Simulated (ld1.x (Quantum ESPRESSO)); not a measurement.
## What one change does to a pseudopotential (copper (Cu), ultrasoft)

ld1.x (Quantum ESPRESSO) 7.5 input, shortened:

```
&input
   title='Cu', zed=29., rel=1, dft='PBE', iswitch=3,
   config='[Ar] 3d10 4s0 4p0'
 /
 &inputp
   pseudotype=3, tm=.true., lloc=-2, rcloc=2.80,
   nlcc=.true., new_core_ps=.true., rcore=1.30,
   which_augfun='PSQ', rmatch_augfun_nc=.true.
 /
6
4S  1  0   0.00   0.00  1.90  2.45  0.0
4S  1  0   0.00   1.60  1.90  2.45  0.0
4P  2  1   0.00   0.00  2.80  3.00  0.0
4P  2  1   0.00   2.95  2.80  3.00  0.0
3D  3  2  10.00   0.00  0.95  1.30  0.0
3D  3  2   0.00   3.45  0.95  1.30  0.0
 &test
   configts(1)='3d10 4s0 4p0'
 /
```

Change: local potential all-electron potential smoothed inside 1.52 bohr (lloc = -2).

Cutoffs: the cutoffs (Ry, on a coarse ladder) from which the occupation-weighted sum of valence levels, in a spherical-Bessel basis at the reference potential, stays within 10 and 1 mRy of its value at 400 Ry; they do not see the model core or the augmentation charge, which bear on the density cutoff. Errors are all-electron minus pseudo energies relative to the spin-unpolarised reference configuration.

Problem. How do hardness, ghosts and transferability respond?

Solution. The potential gets neither clearly harder nor softer (70 Ry and 120 Ry → 70 Ry and 120 Ry); the number of tests that count goes from 6 to 7; of the 6 tests that both files solve, the error grows in 0 and shrinks in 2 by more than 15 % and 0.3 meV (median size 54.2 → 46.1 meV); the range in which the d phases agree widens (upper end 0.3 → at the end of the scan); neither file shows a bound ghost at the reference potential, the only one tested.

```tsv
quantity	base	changed
cutoff, loose	70 Ry	70 Ry
cutoff, tight	120 Ry	120 Ry
bound ghosts	none	none
tests counted (converged, no solver errors)	6 of 7	7 of 7
error for 3d10 4s1 4p0, meV [ΔE -8.15 eV]	-13	-10
error for 3d9 4s0 4p0, meV [ΔE 21.33 eV]	-95	-82
error for 3d9 4s1 4p1, meV [ΔE -1.34 eV]	-120	-118
error for 3d9 4s1 4p0, meV [ΔE 3.43 eV]	-109	-106
error for 3d10 4s0 4p1, meV [ΔE -4.01 eV]	-2.8	-2.5
error for 3d10 4s0.5 4p0, meV [ΔE -4.99 eV]	-3.9	-3.0
s: phases at 3.24 bohr within 0.05 rad from the reference energy up to (Ry; the scan ends near 5)	to the end of the scan	4.8
p: phases at 3.24 bohr within 0.05 rad from the reference energy up to (Ry; the scan ends near 5)	to the end of the scan	to the end of the scan
d: phases at 3.24 bohr within 0.05 rad from the reference energy up to (Ry; the scan ends near 5)	0.3	to the end of the scan
lowest overlap eigenvalue by channel	s 0.54, p 0.74, d 0.27	s 0.52, p 0.68, d 0.20
```

Base: Tests not counted: 3d8 4s0 4p0 (solver errors, printed error -922 eV).
